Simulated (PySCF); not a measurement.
H4SSiTe, SMILES [SiH3][Te]S. Atoms are numbered in the order given.

```xyz
7

Te     0.0674     0.1624     0.6713
S     -1.7023     0.6080    -0.9570
H     -1.1813     1.7654    -1.4293
Si     1.4170    -1.1286    -1.0130
H      2.6479    -1.6060    -0.3118
H      1.7962    -0.2430    -2.1520
H      0.6327    -2.2907    -1.5187
```

Geometry: r2SCAN-D4/def2-SVP. The def2 effective core potentials stand for the cores of Te; spin–orbit coupling is left out. The values are those of a single conformer.

The numbers are results of PySCF with PBE0/def2-TZVPD, not measurements.

The molecule is in vacuum.

Question: Estimate the frontier levels, gap, dipole moment and polarisability. (An estimate is asked for; the answer gives what the named calculation found.)

Answer: 
| Item | Result |
|---|---|
| highest occupied level | -6.68 eV |
| lowest empty level | -2.17 eV |
| orbital gap | 4.51 eV |
| dipole moment | 1.18 D |
| quadrupole, principal values (traceless, Buckingham form, about the centre of nuclear charge) | -3.31, -0.05, 3.36 D·Å |
| mean static polarisability | 96.4 bohr³ (14.29 Å³) |
| polarisability, principal values | 76.5, 96.1, 116.6 bohr³ |
